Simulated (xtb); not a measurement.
The xtb input:
```
$ xtb mol.xyz --gfn 2 --uhf 1 --alpb thf --json

# file mol.xyz
22

C      2.95893654     0.38689636     0.63473230
C      1.69263355     1.15549515     0.98434256
O      0.52673530     0.40969354     0.77593955
Si     0.02485384    -0.27257405    -0.62496166
C      0.58416436    -2.20764428    -0.32958892
O      0.61384821     0.03320750    -2.00139191
O     -1.57080562    -0.53350328    -0.43573956
C     -2.45533194    -0.11798617     0.56287740
C     -2.56361505     1.39653957     0.64998372
H      3.83114492     0.99586567     0.85512287
H      3.01227456    -0.53263596     1.21271682
H      2.94846709     0.14346386    -0.42371502
H      1.64586651     2.06705104     0.37760184
H      1.69488402     1.43071731     2.04558358
H      1.62611951    -2.25967722    -0.59298640
H      0.39468657    -2.42592751     0.70846750
H     -0.03920568    -2.77063351    -1.00169045
H     -3.42587355    -0.55939607     0.30615436
H     -2.13880731    -0.52060528     1.53356867
H     -2.84308328     1.80121798    -0.31916021
H     -3.31085018     1.67566247     1.38813488
H     -1.60252520     1.81594797     0.93511761
```

Question: What total energy does GFN2-xTB with ALPB(thf) in xtb give?

Answer: -31.3374 Eh

Question: What is the computed partial charges in atom order (GFN2-xTB with ALPB(thf))?

Answer: C1 -0.13, C2 0.08, O3 -0.36, Si4 0.64, C5 -0.14, O6 -0.47, O7 -0.35, C8 0.08, C9 -0.13, H10 0.06, H11 0.06, H12 0.06, H13 0.03, H14 0.05, H15 0.08, H16 0.09, H17 0.08, H18 0.06, H19 0.06, H20 0.06, H21 0.06, H22 0.05
